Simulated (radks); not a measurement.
The tantalum anion Ta- inside a hard spherical wall (all orbitals vanish at R), configuration held at [Xe] 4f14 5d4 6s2 and not refilled when levels cross. Method: scalar-relativistic Kohn-Sham, PBE, spin-polarised, spherical densities, point nucleus; open shells are filled with parallel spins first (spin-orbit coupling, left out, can overturn this in heavy ions); computed with a radial shooting solver on a logarithmic mesh with Libxc functionals. Eigenvalues in eV for spin up, with the zero of energy where the potential of the charges vanishes at infinity; a dash marks a level that is unbound or too diffuse for the functional's potential to be trusted. A positive occupied level is held by the wall or, in an anion where self-interaction has pushed it up, behind a barrier. The pressure on the wall is -dE/dV.

R (bohr)  E (hartree)  kinetic (hartree)    e(5p)    e(4f)   e(6s)   e(5d)  e(7s, empty)  e(6p, empty)  pressure (GPa)
20        -15604.6398          17148.200  -33.172  -17.764  -0.649   1.745             -             -        0.000605
8         -15604.6082          17148.340  -31.474  -16.045   0.579   3.229         9.167         4.431           0.814
4         -15603.6049          17151.835  -20.000   -3.580  14.019  14.282        60.082        23.850             168
3.5       -15602.7789          17154.582  -15.367    1.831  22.770  19.712        87.782        35.758             442
2.5       -15596.6302          17175.676    5.631   26.338  76.168  47.124        227.92        102.20            5200
2         -15583.6755          17218.665   37.215   58.697  165.67  88.708        426.90        204.60           26200
1.5       -15534.7656          17369.709   135.20   136.87  428.14  210.86        945.81        489.56          198000
